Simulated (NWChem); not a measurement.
# CdF₂; SMILES [F][Cd][F]

Results from NWChem. All runs use the structure optimised with PBE0/def2-SVP. def2 effective core potentials on Cd; no spin-orbit coupling. Level M06-2X/def2-SVP: energy and gradient on several grids; changes count from the extra-fine grid, which is no exact limit either.

Task: Which is the coarsest grid (fine; xcoarse; coarse; medium; xfine) from which on the energy stays within 500 μHa and each gradient component within 500 μHa/bohr of xfine?

Result: medium.
```tsv
grid	size of the energy change (μHa)	largest change of a gradient component (μHa/bohr)
xcoarse	2000	5000
coarse	1000	600
medium	< 10	200
fine	< 10	100
xfine	< 10	< 30
```
